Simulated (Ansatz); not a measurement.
## From B to In: the HOMO–LUMO gap

Gas-phase molecules, one atom swapped for its congeners: C2H3B `BC#C`; C2H3Al `C#[C][AlH2]`; C2H3Ga `C#[C][GaH2]`; C2H3In `C#[C][InH2]`. All are singlets with charge 0.

Shapes, held fixed at every level: PBE0-D4/def2-TZVP. Programs: Ansatz 0.2.0. Values in eV.

```json
{"level": "PBE-D4/def2-TZVPP", "C2H3B": "3.50", "C2H3Al": "4.20", "C2H3Ga": "3.96", "C2H3In": "3.84"}
{"level": "r2SCAN-D4/def2-TZVPP", "C2H3B": "4.03", "C2H3Al": "4.75", "C2H3Ga": "4.45", "C2H3In": "4.34"}
{"level": "B3LYP-D4/def2-TZVPP", "C2H3B": "5.27", "C2H3Al": "5.75", "C2H3Ga": "5.46", "C2H3In": "5.25"}
{"level": "PBE0-D4/def2-TZVPP", "C2H3B": "5.69", "C2H3Al": "6.19", "C2H3Ga": "5.96", "C2H3In": "5.76"}
{"level": "r2SCAN0-D4/def2-TZVPP", "C2H3B": "6.02", "C2H3Al": "6.53", "C2H3Ga": "6.27", "C2H3In": "6.07"}
{"level": "wB97X-V/def2-TZVPP", "C2H3B": "10.26", "C2H3Al": "10.49", "C2H3Ga": "10.27", "C2H3In": "9.91"}
{"level": "wB97M-V/def2-TZVPP", "C2H3B": "9.95", "C2H3Al": "10.09", "C2H3Ga": "9.93", "C2H3In": "9.51"}
```

At wB97M-V/def2-TZVPP the HOMO–LUMO gap isn't monotonic: it is largest for Al and smallest for In (10.09 and 9.51 eV). 1 of 7 levels show this order throughout; 3 agree on the largest and the smallest. For atoms past krypton def2 sets carry core potentials with scalar relativity. Relativity is left out for Ga. Orbital gaps aren't excitation energies, and the LUMO depends on the basis.
